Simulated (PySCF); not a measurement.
H3OSi, SMILES [O][SiH3] (connectivity only; charge and spin as stated), charge -1, multiplicity 1.

Geometry: B3LYP-D3(BJ)/def2-TZVPD. The multiplicity is an assumed one; other spin states were not compared. The isomer is the one that the SMILES or the coordinates give; other isomers of the formula were not compared.

All values below come from B3LYP-D3(BJ)/def2-TZVPD (PySCF 2.14.0).

Frequencies are harmonic and unscaled.

Modes within 1.5 cm⁻¹ of each other (mostly degenerate sets) share a row, with their intensities summed.

Computed harmonic wavenumbers and intensities:
```csv
mode,ν (cm⁻¹),IR (km/mol),moving atoms (share of kinetic energy)
1–2,720,154.2,"H 80 %, Si 12 %, O 8 %"
3–4,957,226.0,H 96 %
5,991,38.7,"H 75 %, O 24 %"
6,1090,352.2,"O 42 %, Si 38 %, H 20 %"
7–8,1921,1060.4,H 96 %
9,2005,287.2,H 98 %
```
